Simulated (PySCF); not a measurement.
Electron correlation in Xe³⁺ (xenon, charge +3)

[Kr] 4d10 5s2 5p3, high-spin 4S determinant. Calculation: PySCF 2.14, in aug-cc-pVQZ-PP with ECP28MDF; a scalar-relativistic core potential. Frozen: 4s2 4p6 4d10; 5 electrons correlated.

```json
{"level": "CCSD", "correlation energy (mhartree)": "-87.18"}
{"level": "(T)", "correlation energy (mhartree)": "-2.38"}
{"level": "CCSD(T)", "correlation energy (mhartree)": "-89.56"}
```

Diagnostics: T1 = 0.0018, D1 = 0.0037, largest double amplitude 0.047.

Cost of the coupled-cluster step: of the order of 23 core-seconds, for 5 correlated electrons.
